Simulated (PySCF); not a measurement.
PySCF input file for Si(F)2(I)(OH) (F2HIOSi), SMILES O[Si](F)(F)I, TDA-PBE/def2-SVPD. Geometry: PBE0-D3(BJ)/def2-SVP. The structure was generated by enumeration, and PubChem lists no compound with its InChIKey, so it may never have been made. The def2 effective core potentials stand for the cores of I; spin–orbit coupling is left out. Other conformers were not sampled.

```python
import numpy as np
from pyscf import gto, scf, dft, tdscf

mol = gto.M(
    atom='''
    O     1.53815629    1.71454070    0.00000003
    Si    0.00014291    1.18054646   -0.00000000
    F    -0.80256671    1.73535408    1.27591458
    F    -0.80256666    1.73535409   -1.27591460
    I     0.00843472   -1.21030271   -0.00000000
    H     1.69190911    2.66569410    0.00000003
    ''',
    basis='def2-SVPD',
    ecp={'I': 'def2-svp'},
    charge=0,
    spin=0,
    symmetry=True,
    max_memory=1600,
    verbose=4,
)
mf = dft.RKS(mol, xc='pbe').density_fit(auxbasis='def2-universal-jkfit')
mf.grids.level = 3
mf.conv_tol = 1e-9
mf.max_cycle = 100
mf.kernel()
mf.grids = dft.Grids(mol).set(level=1).build(with_non0tab=True)  # coarser grid for the response kernel
td = tdscf.TDA(mf)
td.singlet = True
td.nstates = 10
td.conv_tol = 1e-4
td.positive_eig_threshold = 1e-6
td.kernel(x0=td.get_init_guess(mf, 15))
td.analyze()
tt = tdscf.TDA(mf)
tt.singlet = False
tt.nstates = 4
tt.conv_tol = 1e-4
tt.positive_eig_threshold = 1e-6
tt.kernel(x0=tt.get_init_guess(mf, 9))
tt.analyze(verbose=3)
```

Log of the run:

```
PySCF version 2.14.0

[INPUT] verbose = 4
[INPUT] num. atoms = 6
[INPUT] num. electrons = 66
[INPUT] charge = 0
[INPUT] spin (= nelec alpha-beta = 2S) = 0
[INPUT] symmetry True subgroup None
[INPUT] Mole.unit = angstrom
[INPUT] Symbol           X                Y                Z      unit          X                Y                Z       unit  Magmom
[INPUT]  1 O      1.538156290000   1.714540700000   0.000000030000 AA    2.906694124877   3.240012352420   0.000000056692 Bohr   0.0
[INPUT]  2 Si     0.000142910000   1.180546460000   0.000000000000 AA    0.000270060760   2.230909486725   0.000000000000 Bohr   0.0
[INPUT]  3 F     -0.802566710000   1.735354080000   1.275914580000 AA   -1.516631278593   3.279343940347   2.411129114539 Bohr   0.0
[INPUT]  4 F     -0.802566660000   1.735354090000  -1.275914600000 AA   -1.516631184107   3.279343959244  -2.411129152334 Bohr   0.0
[INPUT]  5 I      0.008434720000  -1.210302710000   0.000000000000 AA    0.015939310737  -2.287140649719   0.000000000000 Bohr   0.0
[INPUT]  6 H      1.691909110000   2.665694100000   0.000000030000 AA    3.197244845557   5.037431780869   0.000000056692 Bohr   0.0

nuclear repulsion = 360.297673447814
point group symmetry = Cs
symmetry origin: [-9.44870659e-18  8.04138987e-10  1.80931228e-09]
symmetry axis x: [ 1.00000000e+00  5.14202611e-10 -2.39557652e-09]
symmetry axis y: [ 5.14202610e-10 -1.00000000e+00 -4.20926976e-10]
symmetry axis z: [ 2.39557652e-09 -4.20927044e-10  1.00000000e+00]
num. orbitals of irrep A' = 86
num. orbitals of irrep A" = 50
number of shells = 54
number of NR pGTOs = 221
number of NR cGTOs = 136
basis = def2-SVPD
ecp = {'I': 'def2-svp'}


[settings echo left out]
init E= -831.380786977068
HOMO (A") = -0.698905700492212  LUMO (A') = -0.64744346046092  gap/eV = 1.40036
cycle= 1 E= -860.245313154217  delta_E= -28.9  |g|= 3.39  |ddm|= 11.4
HOMO (A') = -0.0382180664598727  LUMO (A") = -0.0126702637115415  gap/eV = 0.69519
cycle= 2 E= -856.270428055209  delta_E= 3.97  |g|= 3.88  |ddm|= 18.8
HOMO (A") = -0.179980368995047  LUMO (A') = -0.157917994489304  gap/eV = 0.60035
cycle= 3 E= -861.246264664841  delta_E= -4.98  |g|= 1.82  |ddm|= 16.5
HOMO (A") = -0.337974309814585  LUMO (A') = -0.108566426349448  gap/eV = 6.24251
cycle= 4 E= -862.044856592371  delta_E= -0.799  |g|= 0.981  |ddm|= 2.56
HOMO (A') = -0.24605877150173  LUMO (A') = -0.0719949881188214  gap/eV = 4.73652
cycle= 5 E= -862.174322024641  delta_E= -0.129  |g|= 0.394  |ddm|= 1.21
HOMO (A") = -0.255159089652928  LUMO (A') = -0.0566075873876522  gap/eV = 5.40286
cycle= 6 E= -862.202751402576  delta_E= -0.0284  |g|= 0.151  |ddm|= 0.691
HOMO (A") = -0.261609232696269  LUMO (A') = -0.066472078224733  gap/eV = 5.30995
cycle= 7 E= -862.210148591692  delta_E= -0.0074  |g|= 0.0296  |ddm|= 0.263
HOMO (A") = -0.26409666166613  LUMO (A') = -0.066892652247362  gap/eV = 5.36619
cycle= 8 E= -862.210281686318  delta_E= -0.000133  |g|= 0.0195  |ddm|= 0.0474
HOMO (A") = -0.263236208262171  LUMO (A') = -0.0664908288258743  gap/eV = 5.35371
cycle= 9 E= -862.210356421627  delta_E= -7.47e-05  |g|= 0.00355  |ddm|= 0.02
HOMO (A") = -0.262964062284532  LUMO (A') = -0.066400413977659  gap/eV = 5.34877
cycle= 10 E= -862.210359577315  delta_E= -3.16e-06  |g|= 0.000529  |ddm|= 0.00433
HOMO (A") = -0.262931353981433  LUMO (A') = -0.0664060549688368  gap/eV = 5.34773
cycle= 11 E= -862.210359639832  delta_E= -6.25e-08  |g|= 0.000148  |ddm|= 0.000908
HOMO (A") = -0.262941299493431  LUMO (A') = -0.0664114383983276  gap/eV = 5.34785
cycle= 12 E= -862.210359647334  delta_E= -7.5e-09  |g|= 4.18e-05  |ddm|= 0.000264
HOMO (A") = -0.262943567923116  LUMO (A') = -0.0664112325046029  gap/eV = 5.34792
cycle= 13 E= -862.210359647975  delta_E= -6.41e-10  |g|= 3.42e-06  |ddm|= 7.3e-05
HOMO (A") = -0.262943315928894  LUMO (A') = -0.0664109701386869  gap/eV = 5.34792
Extra cycle  E= -862.210359647972  delta_E= 2.96e-12  |g|= 5.89e-06  |ddm|= 1.04e-05
converged SCF energy = -862.210359647972
tot grids = 32696
Overwritten attributes  positive_eig_threshold  of <class 'pyscf.tdscf.rks.TDA'>


******** <class 'pyscf.tdscf.rks.TDA'> for <class 'pyscf.df.df_jk.DFSymAdaptedRKS'> ********
nstates = 10 singlet
deg_eia_thresh = 1.000e-03
wfnsym = None
conv_tol = 0.0001
eigh lindep = 1e-12
eigh level_shift = 0
eigh max_cycle = 100


Excitation energies (eV)
[5.55721672 5.56432657 6.66110226 6.69195962 7.19250567 7.24266137
 7.3227248  7.33815436 7.51374554 7.64130819]

** Singlet excitation energies and oscillator strengths **
Excited State   1:   A"      5.55722 eV    223.10 nm  f=0.0106
      33 -> 34       -0.70193
Excited State   2:   A'      5.56433 eV    222.82 nm  f=0.0151
      32 -> 34       -0.70215
Excited State   3:   A"      6.66110 eV    186.13 nm  f=0.0000
      33 -> 35       -0.69933
Excited State   4:   A'      6.69196 eV    185.27 nm  f=0.0076
      32 -> 35        0.69384
Excited State   5:   A"      7.19251 eV    172.38 nm  f=0.0054
      31 -> 34       -0.70033
Excited State   6:   A"      7.24266 eV    171.19 nm  f=0.0234
      32 -> 37       -0.10859
      33 -> 36       -0.68746
Excited State   7:   A'      7.32272 eV    169.31 nm  f=0.0262
      32 -> 36       -0.60723
      33 -> 37       -0.34214
Excited State   8:   A"      7.33815 eV    168.96 nm  f=0.0011
      32 -> 37        0.69500
      33 -> 36       -0.11573
Excited State   9:   A'      7.51375 eV    165.01 nm  f=0.0339
      30 -> 34       -0.32224
      32 -> 36       -0.27380
      32 -> 38       -0.30315
      33 -> 37        0.47105
Excited State  10:   A"      7.64131 eV    162.26 nm  f=0.0964
      33 -> 38       -0.69137

** Transition electric dipole moments (AU) **
state          X           Y           Z        Dip. S.      Osc.
  1        -0.0000     -0.0000     -0.2794      0.0781      0.0106
  2        -0.3253     -0.0696     -0.0000      0.1107      0.0151
  3        -0.0000     -0.0000      0.0050      0.0000      0.0000
  4         0.0728      0.2019     -0.0000      0.0461      0.0076
  5         0.0000      0.0000     -0.1757      0.0309      0.0054
  6        -0.0000     -0.0000     -0.3628      0.1316      0.0234
  7        -0.3744      0.0775      0.0000      0.1462      0.0262
  8        -0.0000     -0.0000     -0.0768      0.0059      0.0011
  9        -0.4172      0.1002      0.0000      0.1841      0.0339
 10         0.0000     -0.0000     -0.7176      0.5150      0.0964

WARN: ECP detected. Skipping calculation of transition velocity and magnetic dipole moments, which have not yet been implemented.



******** <class 'pyscf.tdscf.rks.TDA'> for <class 'pyscf.df.df_jk.DFSymAdaptedRKS'> ********
nstates = 4 triplet
deg_eia_thresh = 1.000e-03
wfnsym = None
conv_tol = 0.0001
eigh lindep = 1e-12
eigh level_shift = 0
eigh max_cycle = 100


Excitation energies (eV)
[5.12997839 5.13164415 6.46327468 6.50122889]

** Triplet excitation energies and oscillator strengths **
Excited State   1:   A"      5.12998 eV    241.69 nm  f=0.0000
Excited State   2:   A'      5.13164 eV    241.61 nm  f=0.0000
Excited State   3:   A'      6.46327 eV    191.83 nm  f=0.0000
Excited State   4:   A"      6.50123 eV    190.71 nm  f=0.0000
```

Self-consistency was reached.

Cost: very roughly 40 core-seconds.
